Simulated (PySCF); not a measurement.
Correlation energy of Ta²⁺ (tantalum, charge +2)

[Xe] 4f14 5d2 6p1, one real determinant (an excited configuration). Computed with PySCF 2.14 in def2-QZVPPD with the def2 core potential (60 electrons), with a scalar-relativistic core potential. Frozen: nothing; 11 electrons correlated.

```tsv
level	correlation energy (mhartree)
CCSD	-251.82
(T)	-6.18
CCSD(T)	-258.00
```

Diagnostics: T1 = 0.0088, D1 = 0.0332, largest double amplitude 0.062.

Question: Is a single reference adequate?

Answer: Yes, within this model without spin-orbit coupling: T1 lies below 0.03 and no double amplitude reaches 0.07.

The reference is one real determinant that mixes LS terms of this configuration.

The basis has no tight functions for the innermost shells, so their pair energies are far from complete.

This basis was not built for core-valence correlation, so the inner-shell part is incomplete.
